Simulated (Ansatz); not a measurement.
Relaxation of Si3N5⁻ with RKS PBE0-D4/def2-SVPD.

```sh
$ ansatz run in.yaml --threads 4 --pin off --events-out ev --progress --plain --max-ram 4787MiB
```

```yaml
crystal:
  periodic: [false, false, false]
  atoms:
    - {symbol: Si, position_ang: [-2.527060, -2.474040, -0.453930]}
    - {symbol: Si, position_ang: [0.814910, 0.101100, -0.260170]}
    - {symbol: Si, position_ang: [2.353310, 2.765430, 0.500590]}
    - {symbol: N, position_ang: [-3.911410, -3.172810, -0.670660]}
    - {symbol: N, position_ang: [1.923550, 1.311450, -0.195940]}
    - {symbol: N, position_ang: [-1.007070, -1.925800, -0.140720]}
    - {symbol: N, position_ang: [-0.507710, -0.732480, 0.146540]}
    - {symbol: N, position_ang: [2.861480, 4.127160, 1.074290]}
basis:
  gaussian: {orbitals: def2-SVPD}
total_charge: -1
hamiltonian: {xc: pbe0, dispersion: d4}
scf: {lower_state_search: "off"}
output: {orbitals: {seedname: orbitals}}
relax: {f_tol: 0.02, max_steps: 100}
```

Run time 4.5 min (4 threads of Arm Neoverse V1 on a shared host).

Positions (Å) and forces (eV/Å) at steps 1, 2, 3, 4, 5, 6, 7, 8, 9, 10, 11, 12, 13, 14, 15, 16, 17, 18, 19, 20, 21, 22, 23, 24, 25, 26, 27, 28, 29, 30, 31, 32, 33, 34, 35 of 82:

```xyz
8
step=1 energy=-31045.8994 eV
Si   -2.527   -2.474   -0.454    0.098    0.344   -0.109
Si    0.815    0.101   -0.260    1.260    0.760   -1.126
Si    2.353    2.765    0.501   -0.228   -0.819   -0.326
N    -3.911   -3.173   -0.671   -0.566   -0.394   -0.105
N     1.924    1.311   -0.196   -0.576    0.098    0.705
N    -1.007   -1.926   -0.141    0.560    1.463    1.040
N    -0.508   -0.732    0.147   -0.713   -1.927   -0.273
N     2.861    4.127    1.074    0.165    0.477    0.193
8
step=2 energy=-31046.0986 eV
Si   -2.519   -2.456   -0.404   -0.502    0.017   -0.339
Si    0.836    0.095   -0.366    0.789    0.080   -1.120
Si    2.332    2.743    0.496   -0.089   -0.400   -0.179
N    -3.890   -3.158   -0.747    0.021   -0.093    0.047
N     1.911    1.325   -0.268   -0.419    0.287    0.656
N    -1.012   -1.924    0.038    0.848    1.824    0.674
N    -0.494   -0.710    0.117   -0.695   -1.864    0.195
N     2.836    4.085    1.135    0.046    0.148    0.064
8
step=3 energy=-31046.3390 eV
Si   -2.513   -2.407   -0.366   -0.849   -0.223   -0.439
Si    0.874    0.060   -0.517    0.377   -0.419   -0.860
Si    2.288    2.713    0.497    0.042   -0.005   -0.033
N    -3.861   -3.121   -0.821    0.618    0.236    0.266
N     1.879    1.337   -0.337   -0.343    0.337    0.586
N    -1.012   -1.901    0.234    1.036    2.015    0.023
N    -0.442   -0.721    0.118   -0.790   -1.724    0.562
N     2.788    4.039    1.192   -0.091   -0.217   -0.104
8
step=4 energy=-31046.6334 eV
Si   -2.502   -2.265   -0.381   -0.935   -0.364   -0.268
Si    0.964   -0.053   -0.655    0.540   -0.099   -0.709
Si    2.180    2.665    0.520    0.133    0.185   -0.028
N    -3.859   -2.987   -0.787    0.587    0.222    0.206
N     1.831    1.298   -0.332   -0.324    0.167    0.462
N    -0.925   -1.885    0.293   -0.081    0.234    0.131
N    -0.337   -0.790    0.149    0.195   -0.088    0.273
N     2.647    4.017    1.193   -0.115   -0.256   -0.067
8
step=5 energy=-31046.8007 eV
Si   -2.547   -2.189   -0.389   -0.306    0.090   -0.063
Si    1.075   -0.128   -0.796    0.574    0.643    0.102
Si    2.121    2.645    0.549    0.102    0.006   -0.172
N    -3.861   -2.984   -0.755    0.052   -0.095    0.054
N     1.800    1.285   -0.308   -0.580   -0.645   -0.022
N    -0.918   -1.827    0.352    0.714    1.182   -0.172
N    -0.251   -0.801    0.138   -0.493   -1.151    0.195
N     2.580    3.999    1.211   -0.062   -0.030    0.077
8
step=6 energy=-31046.9563 eV
Si   -2.621   -2.060   -0.406   -0.589    0.049   -0.265
Si    1.238   -0.203   -0.884    0.455    0.979    0.364
Si    2.046    2.627    0.561    0.162    0.163   -0.084
N    -3.915   -2.932   -0.681    0.169   -0.053    0.109
N     1.802    1.255   -0.290   -0.575   -1.105   -0.307
N    -0.858   -1.810    0.354    0.992    1.079   -0.057
N    -0.127   -0.880    0.119   -0.528   -1.035    0.181
N     2.436    4.003    1.227   -0.086   -0.077    0.059
8
step=7 energy=-31047.1481 eV
Si   -2.722   -1.901   -0.448   -1.391   -0.451   -0.462
Si    1.396   -0.262   -0.973    0.455    1.430    0.572
Si    1.978    2.600    0.568    0.200    0.344    0.008
N    -3.954   -2.919   -0.603    0.793    0.473    0.174
N     1.803    1.212   -0.279   -0.458   -1.366   -0.551
N    -0.790   -1.766    0.373    0.435    0.058    0.359
N     0.000   -0.958    0.114    0.095   -0.168   -0.033
N     2.290    3.994    1.248   -0.130   -0.320   -0.066
8
step=8 energy=-31047.3839 eV
Si   -2.805   -1.730   -0.509   -0.851   -0.316   -0.180
Si    1.493   -0.271   -1.064    0.263    0.439   -0.047
Si    1.916    2.557    0.531    0.086    0.242    0.067
N    -3.934   -2.857   -0.576    0.332    0.233    0.033
N     1.799    1.170   -0.341   -0.157   -0.316   -0.077
N    -0.702   -1.742    0.527    0.446    0.378   -0.214
N     0.116   -1.054    0.134   -0.063   -0.348    0.559
N     2.117    3.925    1.297   -0.056   -0.311   -0.140
8
step=9 energy=-31047.5324 eV
Si   -2.909   -1.560   -0.528   -0.615   -0.292   -0.131
Si    1.624   -0.288   -1.183    0.076    0.621    0.217
Si    1.847    2.510    0.506    0.031    0.416    0.215
N    -3.921   -2.796   -0.569    0.294    0.264    0.008
N     1.803    1.132   -0.394    0.013   -0.339   -0.263
N    -0.620   -1.713    0.644    0.334    0.290   -0.159
N     0.237   -1.145    0.194   -0.120   -0.464    0.403
N     1.939    3.860    1.330   -0.012   -0.497   -0.291
8
step=10 energy=-31047.5622 eV
Si   -2.977   -1.428   -0.543    0.383    0.939   -0.082
Si    1.698   -0.248   -1.259   -0.113   -1.937   -1.409
Si    1.805    2.467    0.453   -0.115    0.860    0.639
N    -3.892   -2.700   -0.599   -0.584   -0.922   -0.041
N     1.826    1.106   -0.490    0.267    2.237    1.211
N    -0.549   -1.715    0.784   -0.756   -0.376    0.463
N     0.322   -1.255    0.287    0.812    0.127   -0.097
N     1.767    3.773    1.366    0.106   -0.928   -0.683
8
step=11 energy=-31047.6545 eV
Si   -3.108   -1.294   -0.586   -0.622   -0.988   -0.051
Si    1.811   -0.278   -1.344   -0.077    0.712    0.362
Si    1.765    2.467    0.456   -0.175    0.978    0.731
N    -3.907   -2.697   -0.564    0.652    1.012   -0.019
N     1.832    1.102   -0.490    0.141   -0.156   -0.269
N    -0.496   -1.729    0.824    0.452    0.230   -0.197
N     0.422   -1.350    0.329   -0.535   -0.498    0.377
N     1.681    3.779    1.375    0.165   -1.289   -0.934
8
step=12 energy=-31047.6610 eV
Si   -3.125   -1.168   -0.560    0.065    0.149   -0.059
Si    1.867   -0.258   -1.467   -0.161   -0.108   -0.057
Si    1.702    2.408    0.411   -0.375    1.262    1.089
N    -3.836   -2.584   -0.633    0.015   -0.125   -0.006
N     1.825    1.074   -0.587    0.156    0.715    0.265
N    -0.439   -1.719    0.996    2.255    0.764   -1.344
N     0.487   -1.424    0.436   -2.314   -1.006    1.467
N     1.519    3.671    1.404    0.359   -1.652   -1.355
8
step=13 energy=-31047.7781 eV
Si   -3.169   -1.087   -0.534    0.139    0.416   -0.041
Si    1.787   -0.249   -1.516   -0.192    0.341    0.270
Si    1.694    2.397    0.401   -0.256    0.707    0.623
N    -3.656   -2.580   -0.720   -0.032   -0.376   -0.045
N     1.787    1.085   -0.618    0.155    0.026   -0.156
N    -0.460   -1.737    1.067    0.400    0.117   -0.136
N     0.468   -1.471    0.531   -0.436   -0.319    0.251
N     1.549    3.642    1.388    0.222   -0.912   -0.767
8
step=14 energy=-31047.8817 eV
Si   -3.153   -0.993   -0.592    0.059    0.017   -0.098
Si    1.635   -0.230   -1.554   -0.218    0.258    0.208
Si    1.680    2.398    0.383   -0.195    0.314    0.301
N    -3.471   -2.538   -0.784    0.115    0.037    0.010
N     1.710    1.099   -0.655    0.119   -0.021   -0.109
N    -0.456   -1.791    1.199    0.181    0.025   -0.025
N     0.460   -1.572    0.627   -0.210   -0.167    0.125
N     1.594    3.628    1.375    0.148   -0.462   -0.411
8
step=15 energy=-31047.9933 eV
Si   -3.095   -0.923   -0.688    0.071   -0.338   -0.135
Si    1.442   -0.218   -1.561   -0.254    0.238    0.176
Si    1.672    2.402    0.374   -0.164   -0.116   -0.070
N    -3.288   -2.504   -0.807    0.177    0.411    0.038
N     1.619    1.111   -0.672    0.089   -0.037   -0.058
N    -0.455   -1.850    1.301   -0.078   -0.046    0.135
N     0.436   -1.643    0.692    0.050   -0.074   -0.029
N     1.670    3.626    1.360    0.109   -0.037   -0.058
8
step=16 energy=-31048.1175 eV
Si   -2.999   -0.864   -0.785    0.152   -0.353   -0.127
Si    1.251   -0.210   -1.565   -0.308    0.239    0.176
Si    1.656    2.397    0.365   -0.185   -0.329   -0.256
N    -3.136   -2.456   -0.818    0.176    0.447    0.017
N     1.523    1.113   -0.688    0.077    0.023    0.026
N    -0.450   -1.904    1.389    0.213    0.022   -0.076
N     0.422   -1.692    0.752   -0.234   -0.137    0.191
N     1.732    3.615    1.350    0.109    0.088    0.049
8
step=17 energy=-31048.2689 eV
Si   -2.875   -0.813   -0.876    0.248   -0.237   -0.125
Si    1.058   -0.202   -1.563   -0.358    0.264    0.199
Si    1.637    2.387    0.355   -0.226   -0.461   -0.376
N    -3.003   -2.404   -0.827    0.166    0.357   -0.004
N     1.426    1.113   -0.700    0.066    0.088    0.109
N    -0.445   -1.953    1.463    0.320    0.054   -0.156
N     0.412   -1.727    0.810   -0.329   -0.170    0.284
N     1.790    3.600    1.337    0.112    0.105    0.069
8
step=18 energy=-31048.4540 eV
Si   -2.724   -0.767   -0.962    0.355   -0.108   -0.132
Si    0.865   -0.193   -1.556   -0.391    0.285    0.213
Si    1.615    2.373    0.345   -0.280   -0.548   -0.458
N    -2.890   -2.348   -0.836    0.146    0.256   -0.012
N     1.327    1.110   -0.711    0.058    0.182    0.218
N    -0.440   -1.997    1.531    0.402    0.084   -0.218
N     0.405   -1.759    0.867   -0.396   -0.202    0.359
N     1.841    3.581    1.323    0.106    0.050    0.029
8
step=19 energy=-31048.6631 eV
Si   -2.551   -0.726   -1.040    0.437   -0.012   -0.125
Si    0.679   -0.184   -1.546   -0.365    0.270    0.181
Si    1.589    2.357    0.333   -0.346   -0.613   -0.521
N    -2.802   -2.286   -0.845    0.114    0.193   -0.012
N     1.230    1.104   -0.720    0.052    0.326    0.370
N    -0.433   -2.035    1.592    0.508    0.122   -0.303
N     0.404   -1.788    0.919   -0.486   -0.242    0.456
N     1.883    3.557    1.307    0.085   -0.044   -0.044
8
step=20 energy=-31048.8544 eV
Si   -2.372   -0.687   -1.108    0.389    0.163   -0.087
Si    0.508   -0.177   -1.540   -0.144    0.251    0.104
Si    1.559    2.338    0.321   -0.430   -0.686   -0.592
N    -2.729   -2.215   -0.857    0.068    0.053    0.002
N     1.138    1.096   -0.731    0.027    0.481    0.544
N    -0.423   -2.070    1.652    0.655    0.177   -0.429
N     0.407   -1.815    0.972   -0.620   -0.292    0.583
N     1.912    3.530    1.290    0.056   -0.147   -0.126
8
step=21 energy=-31048.9654 eV
Si   -2.189   -0.625   -1.133   -0.142   -0.285    0.085
Si    0.409   -0.176   -1.560    0.205    0.057   -0.131
Si    1.505    2.308    0.301   -0.411   -0.572   -0.510
N    -2.683   -2.122   -0.864    0.216    0.486   -0.085
N     1.062    1.088   -0.751    0.017    0.507    0.582
N    -0.408   -2.086    1.716    0.609    0.133   -0.407
N     0.418   -1.874    1.017   -0.563   -0.230    0.550
N     1.887    3.488    1.273    0.069   -0.096   -0.083
8
step=22 energy=-31049.0504 eV
Si   -2.179   -0.478   -1.133   -0.004   -0.090   -0.022
Si    0.399   -0.172   -1.665    0.038    0.052   -0.067
Si    1.438    2.261    0.265   -0.318   -0.415   -0.417
N    -2.526   -2.020   -0.921    0.106    0.196    0.010
N     1.007    1.090   -0.822    0.043    0.189    0.347
N    -0.363   -2.151    1.883    0.169    0.032   -0.102
N     0.403   -1.938    1.124   -0.158   -0.071    0.155
N     1.821    3.408    1.268    0.123    0.107    0.096
8
step=23 energy=-31049.0873 eV
Si   -2.160   -0.385   -1.198   -0.168   -0.624    0.109
Si    0.387   -0.167   -1.746    0.053    0.031   -0.051
Si    1.385    2.218    0.251   -0.175   -0.097   -0.134
N    -2.372   -1.937   -0.836    0.193    0.712   -0.125
N     0.971    1.079   -0.860   -0.004   -0.049    0.127
N    -0.346   -2.178    1.962    0.481    0.126   -0.496
N     0.367   -1.975    1.147   -0.470   -0.146    0.523
N     1.768    3.345    1.279    0.090    0.046    0.047
8
step=24 energy=-31049.1153 eV
Si   -2.209   -0.331   -1.275   -0.123   -1.179    0.384
Si    0.355   -0.165   -1.784    0.091   -0.016   -0.044
Si    1.356    2.185    0.250   -0.112    0.036    0.007
N    -2.202   -1.873   -0.767    0.135    1.315   -0.405
N     0.944    1.059   -0.870   -0.076   -0.133    0.041
N    -0.332   -2.178    2.009    0.372    0.089   -0.421
N     0.338   -2.002    1.153   -0.350   -0.099    0.444
N     1.751    3.304    1.285    0.062   -0.012   -0.007
8
step=25 energy=-31049.1921 eV
Si   -2.232   -0.219   -1.294   -0.215   -0.808    0.311
Si    0.345   -0.250   -1.766    0.113   -0.155   -0.084
Si    1.299    2.142    0.242   -0.106    0.035    0.007
N    -2.060   -1.732   -0.752    0.152    1.020   -0.361
N     0.907    0.994   -0.863   -0.034   -0.066    0.092
N    -0.296   -2.189    2.022    0.300    0.066   -0.336
N     0.356   -2.026    1.150   -0.267   -0.080    0.376
N     1.683    3.280    1.260    0.056   -0.014   -0.005
8
step=26 energy=-31049.3258 eV
Si   -2.332   -0.178   -1.323   -0.134   -0.956    0.481
Si    0.313   -0.293   -1.748    0.115   -0.415   -0.091
Si    1.276    2.113    0.244   -0.108    0.037    0.025
N    -1.886   -1.640   -0.771    0.153    1.408   -0.598
N     0.877    0.955   -0.848   -0.131   -0.024    0.128
N    -0.280   -2.186    2.040    0.112    0.018   -0.079
N     0.356   -2.030    1.158   -0.054   -0.040    0.156
N     1.676    3.260    1.247    0.046   -0.028   -0.020
8
step=27 energy=-31049.6040 eV
Si   -2.421   -0.145   -1.311   -0.196   -0.704    0.456
Si    0.303   -0.355   -1.724   -0.064   -0.723    0.030
Si    1.249    2.088    0.242   -0.118   -0.012   -0.013
N    -1.735   -1.529   -0.824    0.484    1.493   -0.723
N     0.846    0.917   -0.837   -0.206    0.033    0.181
N    -0.271   -2.186    2.052    0.067    0.009   -0.036
N     0.366   -2.035    1.171    0.006   -0.043    0.147
N     1.664    3.245    1.230    0.026   -0.053   -0.042
8
step=28 energy=-31050.0343 eV
Si   -2.502   -0.126   -1.284   -0.074   -0.693    0.454
Si    0.300   -0.420   -1.698   -0.464   -0.986    0.209
Si    1.223    2.068    0.239   -0.133   -0.115   -0.096
N    -1.595   -1.411   -0.891    0.828    1.788   -0.902
N     0.813    0.885   -0.826   -0.235    0.116    0.264
N    -0.272   -2.186    2.060    0.058    0.014   -0.050
N     0.377   -2.040    1.186    0.016   -0.055    0.177
N     1.656    3.231    1.213    0.004   -0.068   -0.056
8
step=29 energy=-31050.5485 eV
Si   -2.568   -0.127   -1.257    0.600   -1.204    0.534
Si    0.273   -0.489   -1.659   -0.402   -0.779    0.285
Si    1.204    2.057    0.234   -0.166   -0.266   -0.196
N    -1.455   -1.295   -0.963    0.224    2.340   -0.945
N     0.773    0.863   -0.813   -0.296    0.065    0.286
N    -0.273   -2.186    2.064    0.021    0.013   -0.017
N     0.385   -2.045    1.196    0.047   -0.061    0.153
N     1.661    3.222    1.199   -0.029   -0.108   -0.100
8
step=30 energy=-31050.9287 eV
Si   -2.599   -0.142   -1.224    0.281   -0.652    0.292
Si    0.261   -0.548   -1.637    0.624   -0.020   -0.037
Si    1.176    2.033    0.224   -0.067   -0.153   -0.089
N    -1.346   -1.145   -1.023   -0.585    1.136   -0.264
N     0.727    0.841   -0.802   -0.247   -0.150    0.084
N    -0.275   -2.185    2.070    0.004    0.016    0.000
N     0.399   -2.054    1.213    0.048   -0.060    0.121
N     1.657    3.200    1.179   -0.058   -0.117   -0.107
8
step=31 energy=-31051.0358 eV
Si   -2.644   -0.104   -1.192    0.229   -0.516    0.155
Si    0.301   -0.533   -1.722    0.163   -0.119    0.041
Si    1.145    1.996    0.205    0.023   -0.022   -0.010
N    -1.332   -1.029   -1.101   -0.438    0.710   -0.206
N     0.720    0.832   -0.846    0.041   -0.054    0.005
N    -0.299   -2.162    2.121    1.861    0.054   -1.796
N     0.504   -2.146    1.349   -1.849   -0.045    1.818
N     1.606    3.147    1.185   -0.031   -0.010   -0.006
8
step=32 energy=-31051.0435 eV
Si   -2.738   -0.160   -1.204    0.231   -0.444    0.099
Si    0.290   -0.492   -1.792    0.105   -0.069    0.063
Si    1.156    1.964    0.212    0.020    0.040    0.043
N    -1.349   -0.958   -1.180   -0.406    0.588   -0.130
N     0.732    0.835   -0.875    0.073   -0.130   -0.048
N    -0.316   -2.068    2.117    3.919   -0.571   -2.633
N     0.617   -2.208    1.494   -3.919    0.603    2.616
N     1.608    3.086    1.229   -0.023   -0.017   -0.011
8
step=33 energy=-31051.2060 eV
Si   -2.860   -0.318   -1.201    0.391   -0.373    0.063
Si    0.285   -0.478   -1.808    0.169   -0.003    0.009
Si    1.205    1.922    0.241   -0.066    0.012    0.017
N    -1.362   -0.877   -1.209   -0.573    0.496   -0.037
N     0.797    0.808   -0.870    0.068   -0.138   -0.025
N    -0.312   -1.977    2.071    1.279   -0.170   -0.804
N     0.624   -2.114    1.494   -1.279    0.199    0.793
N     1.623    3.035    1.282    0.010   -0.024   -0.015
8
step=34 energy=-31051.2914 eV
Si   -2.946   -0.442   -1.179    0.404   -0.211    0.015
Si    0.286   -0.511   -1.789    0.483   -0.025   -0.209
Si    1.230    1.866    0.267   -0.134   -0.004   -0.039
N    -1.382   -0.721   -1.264   -1.003    0.197    0.133
N     0.869    0.738   -0.848    0.220    0.090    0.135
N    -0.283   -1.888    2.042    0.137   -0.006   -0.106
N     0.637   -2.040    1.460   -0.139    0.025    0.108
N     1.590    2.998    1.311    0.032   -0.065   -0.036
8
step=35 energy=-31051.3223 eV
Si   -3.003   -0.603   -1.089    0.972   -0.081   -0.129
Si    0.284   -0.455   -1.863   -0.063    0.090    0.147
Si    1.264    1.820    0.286   -0.133    0.062    0.036
N    -1.419   -0.627   -1.319   -0.811    0.158    0.114
N     0.966    0.695   -0.852    0.000   -0.169   -0.121
N    -0.346   -1.797    1.937    2.046   -0.355   -0.782
N     0.680   -1.980    1.550   -2.051    0.376    0.778
N     1.575    2.947    1.351    0.039   -0.082   -0.043
```

The structure comes from a short search, and lower isomers may exist.
